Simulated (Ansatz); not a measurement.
Basis sets compared for the cluster K₇H₈. Total charge 0; doublet. Geometry PBE0-D4/def2-SVP. Ansatz on 4 threads of Arm Neoverse V1 on a shared host; times are rough, and most runs start from earlier orbitals.

```xyz
15

K     4.3104   -3.4278   -0.9867
K     2.1199   -0.3532   -1.7359
K    -1.9699    1.5326    0.6102
K    -3.8181    0.3716    3.7113
K    -5.8224    3.7797    3.0646
K     6.2921   -2.1797   -3.8752
K     0.1617   -1.5600    1.2863
H     0.0594    0.4936   -0.4863
H    -4.1655    3.4295   -0.1007
H    -1.8908   -0.5140    2.4091
H    -4.1436    3.7402   -0.8026
H     4.2196   -1.2500   -2.8539
H    -3.9562    2.3769    2.0353
H     6.3917   -4.0431   -2.3051
H     2.2117   -2.3963    0.0297
```

In the doublet, H9 and H11 lie 0.77 Å apart (atoms count from 1), so H2 has formed as a molecule. The structure comes from a short search, and lower isomers may exist.

Binding counts from free atoms (K doublet, H doublet) in the same basis, without a counterpoise term.

| level | functions | energy (Eh) | HOMO (eV) | LUMO (eV) | binding per atom (eV) | wall time |
| --- | --- | --- | --- | --- | --- | --- |
| PBE-D4/def2-SVP | 208 | -4202.1047 | -2.01 | -1.37 | 1.50 | 16 s |
| PBE0-D4/def2-SVP | 208 | -4202.4598 | -2.39 | -0.89 | 1.50 | 20 s |

Task: Estimate the rows for PBE-D4/def2-TZVP (with forces), PBE0-D4/def2-TZVP.

Result: 
```tsv
level	functions	energy (Eh)	HOMO (eV)	LUMO (eV)	binding per atom (eV)	wall time
PBE-D4/def2-TZVP (with forces)	279	-4202.6676	-1.98	-1.32	1.51	19 s
PBE0-D4/def2-TZVP	279	-4203.0124	-2.38	-0.84	1.51	33 s
```
